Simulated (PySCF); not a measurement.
Cartesian coordinates (Å):
```xyz
3

C      1.0784     0.2662     0.0000
N     -0.0549     0.5993     0.0000
H     -1.0231     0.8841     0.0000
```
Charge 0, multiplicity 1.

Question: Estimate the HOMO–LUMO gap, HOMO, dipole moment, LUMO and total energy that TPSSh-D3(BJ)/def2-TZVP // TPSS-D3(BJ)/def2-SVP run with PySCF returns for this input.

Answer: 
```yaml
HOMO–LUMO gap: 8.25 eV
HOMO: -8.47 eV
dipole_moment: 3.08 D
LUMO: -0.22 eV
total_energy: -93.4401 Ha
```
